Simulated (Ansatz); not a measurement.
Molecule: AlBr$_{3}$ (charge 0, singlet). 
Geometry from a B3LYP-D3(BJ)/def2-TZVP (Ansatz, a quantum-chemistry and plane-wave program) optimisation:
SMILES: [Br][Al]([Br])[Br]
```xyz
4

Br    -0.1587     2.2326    -0.0058
Al     0.0000     0.0000     0.0000
Br     2.0102    -0.9788     0.1040
Br    -1.8515    -1.2538    -0.0982
```

Total electronic energies in hartree. Cores are frozen in the correlated levels unless marked. No spin-orbit coupling. The frozen core is the preceding noble-gas configuration, with the filled d and f shells of earlier blocks. Non-relativistic. CBS marks a two-point X^-3 extrapolation of the correlation energy; Hartree-Fock from the larger set. [CCSD(T)-MP2]/basis is that difference in the basis named.

```json
[
 {"level": "HF/STO-3G", "program": "Ansatz", "energy (Eh)": "-7873.25291"},
 {"level": "PBE0-D3(BJ)/def2-TZVP", "program": "Ansatz + dftd3", "energy (Eh)": "-7964.11385"},
 {"level": "PBE0-D3(BJ)/def2-TZVPD", "program": "Ansatz + dftd3", "energy (Eh)": "-7964.11495"},
 {"level": "RPA@PBE/def2-TZVPP", "program": "Ansatz", "energy (Eh)": "-7960.24416"},
 {"level": "MP2/6-31G", "program": "Ansatz", "energy (Eh)": "-7958.36053"},
 {"level": "MP2/def2-TZVPP", "program": "Ansatz", "energy (Eh)": "-7959.94088"},
 {"level": "MP2/def2-QZVPPD", "program": "Ansatz", "energy (Eh)": "-7960.15642"},
 {"level": "RI-MP2/def2-TZVPPD", "program": "Ansatz", "energy (Eh)": "-7959.94381"},
 {"level": "SCS-MP2/6-31G", "program": "Ansatz", "energy (Eh)": "-7958.35857"},
 {"level": "SCS-MP2/6-31G*", "program": "Ansatz", "energy (Eh)": "-7958.82006"},
 {"level": "SCS-MP2/def2-TZVPP", "program": "Ansatz", "energy (Eh)": "-7959.93100"},
 {"level": "CCSD/def2-SVP", "program": "Ansatz", "energy (Eh)": "-7958.80634"},
 {"level": "RI-MP2/CBS(def2-TZVPP,def2-QZVPP)+[CCSD(T)-MP2]/def2-TZVPP", "program": "Ansatz", "energy (Eh)": "-7960.2664"},
 {"level": "RI-MP2/CBS(def2-TZVPPD,def2-QZVPPD)+[CCSD(T)-MP2]/def2-QZVPPD", "program": "Ansatz", "energy (Eh)": "-7960.2680"},
 {"level": "CCSD(T)/CBS(def2-TZVPPD,def2-QZVPPD)", "program": "Ansatz", "energy (Eh)": "-7960.2694"}
]
```

Totals of different functionals don't rank their quality; only differences between species are comparable.
